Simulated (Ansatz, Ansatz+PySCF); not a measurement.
```yaml
atoms:
  - { symbol: C, position_ang: [0.0000, 0.0001, -1.3990] }
  - { symbol: C, position_ang: [0.0000, 0.0000, 0.0727] }
  - { symbol: O, position_ang: [0.0000, -0.0001, 1.3263] }
```

Basis set: def2-SVP (spherical functions). Frozen core: 3 orbitals. Correlation on ROHF uses semicanonical orbitals with singles. Charge 0, multiplicity 3.

Computed with Ansatz (development build ahead of 0.2.0); each method stands on the lowest determinant of its kind that the runs found.

The atomization energy at this shape (free ground-state atoms in the same class of orbitals less the molecule, no zero-point energy) of triplet C2O:

```json
{"method": "ROHF-CCSD(T)", "atomization energy": "12.42 eV"}
{"method": "UHF-CCSD(T)", "atomization energy": "12.40 eV"}
{"method": "ROHF-MP2", "atomization energy": "13.09 eV"}
{"method": "UHF-MP2", "atomization energy": "12.92 eV"}
{"method": "UHF", "atomization energy": "7.86 eV"}
```

(1) What does ROHF give?

## Answers

(1) 7.93 eV. Caution: the shape is not the minimum.
